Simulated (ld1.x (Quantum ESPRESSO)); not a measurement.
Configuration tests for As (ultrasoft)

* Element: As (Z = 33)
* Generator: ld1.x (Quantum ESPRESSO) 7.5
* Type: ultrasoft
* Functional: LDA (PZ)
* Relativity: scalar-relativistic
* Frozen core: [Ar] 3d10
* Valence charge: 5
* Reference configuration: 4s2 4p3
* Partial waves: 4s (bound): rcut 1.35, rcutus 1.55 bohr; 4s channel at -0.45 Ry: rcut 1.35, rcutus 1.55 bohr; 4p (bound): rcut 1.20, rcutus 1.45 bohr; 4p channel at 2.4 Ry: rcut 1.20, rcutus 1.45 bohr
* Local potential: all-electron potential smoothed inside 1.35 bohr (lloc = -1)
* Core correction: none
* Augmentation charge: built from norm-conserving waves at rcut, not smoothed further

Energies are relative to the spin-unpolarised reference configuration 4s2 4p3; without spin polarisation the order of configurations can differ from experiment. Spin-polarised rows fill each open shell by Hund’s rule, majority spin first. The frozen-core shift is the all-electron ΔE with the core orbitals held at their reference shape minus the fully relaxed ΔE.

```json
{"valence configuration": "4s2 4p2", "charge": "+1", "ΔE all-electron (eV)": "9.325", "error AE − PS (meV)": "+1.7", "frozen-core shift (meV)": "+5.3"}
{"valence configuration": "4s2 4p1", "charge": "+2", "ΔE all-electron (eV)": "27.488", "error AE − PS (meV)": "+20", "frozen-core shift (meV)": "+39"}
{"valence configuration": "4s2 4p0", "charge": "+3", "ΔE all-electron (eV)": "55.528", "error AE − PS (meV)": "+99", "frozen-core shift (meV)": "+150"}
{"valence configuration": "4s2 4p2.5", "charge": "+0.5", "ΔE all-electron (eV)": "3.637", "error AE − PS (meV)": "0.0", "frozen-core shift (meV)": "+1.1"}
{"valence configuration": "4s1 4p0", "charge": "+4", "ΔE all-electron (eV)": "106.641", "error AE − PS (meV)": "+399", "frozen-core shift (meV)": "+534"}
{"valence configuration": "4s2 4p3 (spin-polarised)", "charge": "0", "ΔE all-electron (eV)": "-1.324", "error AE − PS (meV)": "+195", "frozen-core shift (meV)": "+8.3"}
{"valence configuration": "4s2 4p2 (spin-polarised)", "charge": "+1", "ΔE all-electron (eV)": "8.597", "error AE − PS (meV)": "+134", "frozen-core shift (meV)": "+11"}
```

Q: What are ΔE and the potential's error for 4s2 4p3.3?

A: ΔE = -1.278 eV all-electron; the error (AE − PS) is +0.3 meV.

Q: What are ΔE and the potential's error for 4s1 4p4?

A: ΔE = 9.483 eV all-electron; the error (AE − PS) is +26 meV.
